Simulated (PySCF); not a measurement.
**Levels of Ar(7+) from EOM-EA-GCCSD**

Reference: closed-shell Ar(8+), [Ne]; one electron is added. Calculated with PySCF 2.14, two-component X2C-1e with screened spin-orbit coupling, an uncontracted even-tempered set (19 s from 0.19 bohr⁻², ratio 2.6; 12 p from 0.25 bohr⁻², ratio 2.6; 7 d from 0.26 bohr⁻², ratio 2.8; 3 f from 13 bohr⁻², ratio 2.8); frozen 1s2; the 46 highest virtual spinors dropped; of the others 44 kept and the rest restored at second order. No Breit or QED terms. Binding energies in eV.

```csv
level,Koopmans,second order,EOM-CCSD
3s1/2,142.85,143.36,143.37
3p1/2,125.51,125.99,126.00
3p3/2,125.16,125.64,125.64
3d3/2,101.62,101.89,101.90
3d5/2,101.60,101.87,101.88
```

Electric-dipole lines between these computed levels:

```
lower  upper  ΔE (eV)  vacuum wavelength (nm)
3s1/2  3p1/2   17.371                   71.38
3s1/2  3p3/2   17.725                   69.95
3p1/2  3d3/2   24.098                   51.45
3p3/2  3d3/2   23.744                   52.22
3p3/2  3d5/2   23.765                   52.17
```

For comparison, the ionisation energy of Ar(7+) is 143.46 eV (semi-empirical (NIST evaluation); NIST Atomic Spectra Database, ionization energies).

Only part of the computed levels is shown.

The screened spin-orbit operator tends to give fine-structure splittings of light species too large.
